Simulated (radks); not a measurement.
Task: Valence configurations of S IV (all share [Ne]). Method: non-relativistic Kohn-Sham, PBE, spin-polarised, spherical densities, point nucleus; open shells are filled with parallel spins first; computed with a radial shooting solver on a logarithmic mesh with Libxc functionals. Order these by energy: 3s1 3p2; 3s1.5 3p1.5; 3s2 3p1; 3p3; 3s0.5 3p2.5.

Result: From the lowest, in eV above it: 3s2 3p1 0.000; 3s1.5 3p1.5 4.642; 3s1 3p2 8.458; 3s0.5 3p2.5 14.445; 3p3 20.435. NIST lists [Ne] 3s2 3p1 as the ground configuration; this level of theory agrees among the configurations tried. The energies are those of spherical high-spin densities, not of single terms.
